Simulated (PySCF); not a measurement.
Q: Write Cartesian coordinates for difluorogermane (`[F][GeH2][F]`) as optimised with PBE0-D3(BJ)/def2-SVP.

A: 
```xyz
5
F2GeH2 angstrom
F     -1.3157    1.4909   -0.0494
Ge    -0.0592    0.3033   -0.0226
F      1.4140    1.1966   -0.1640
H     -0.0733   -0.3624    1.3531
H     -0.2049   -0.5626   -1.2738
```

Any rigid rotation of these coordinates is as good. Atoms count from 1 in this order. Ge2 (germanium bonded to 2 F and 2 H) is distorted tetrahedral (angles from 105.3° to 119.3°).

Bonds between heavy atoms (Å): F1–Ge2 1.729, Ge2–F3 1.729.

Computed, not measured: PySCF, PBE0-D3(BJ)/def2-SVP geometry optimisation, gas phase.

Point group: C2v (every atom within 0.08 Å of its image). PBE0-D3(BJ)/def2-SVP frequencies: not computed here.

On one thread of an Arm Neoverse V2, shared host with 48 logical CPUs at a one-minute load of 6.6, this took 7.1 s and 0.30 GiB of memory at its peak. This is the geometry optimisation.


What does the PBE0-D3(BJ)/def2-SVP structure of `[GaH2][S]C` look like in three dimensions?

Z-matrix in Å and degrees, rows numbered from 1:
```
C 
S   1  1.8255
Ga  2  2.1905  1  103.28
H   1  1.0987  2  111.87  3    -1.56
H   1  1.0985  2  108.84  3  -122.15
H   1  1.0985  2  108.97  3   119.13
H   3  1.5616  2  116.20  1  -179.56
H   3  1.5679  2  116.78  1     0.51
```

Ga3 (gallium bonded to S and 2 H) is planar (angles 127.0°, 116.8° and 116.2°, sum 360.0°, 0.00 Å off the plane of its three neighbours).

Theory: PySCF 2.14.0, PBE0-D3(BJ)/def2-SVP geometry optimisation, gas phase.

Point group: Cs (tolerance 0.08 Å). No PBE0-D3(BJ)/def2-SVP frequencies stand behind this structure, so it isn't proved a minimum. One conformer, not necessarily the lowest (C1–S2–Ga3–H 180° and 1°).


Task: What does the PBE0-D3(BJ)/def2-SVP structure of iodotrifluorosilane, `F[Si](F)(F)I` look like in three dimensions?

Result: 
```xyz
5
F3ISi angstrom
F     -0.682   -0.989   -1.225
Si    -0.179   -0.081   -0.012
F     -0.842   -0.633    1.331
F     -0.720    1.401   -0.253
I      2.201   -0.106    0.137
```

Any rigid rotation of these coordinates is as good. Atoms count from 1 in this order. Si2 (fluorine-bound silicon) is tetrahedral (angles from 107.9° to 111.0°). All 3 F–Si bonds measure 1.596 Å.

Bonds between heavy atoms (Å): F1–Si2 1.596, Si2–F3 1.596, Si2–F4 1.596, Si2–I5 2.384.

Theory: PBE0-D3(BJ)/def2-SVP geometry optimisation, gas phase, def2 core potentials past Kr (PySCF).

Point group: C3v (tolerance 0.08 Å). Stationary, but not proved a minimum.
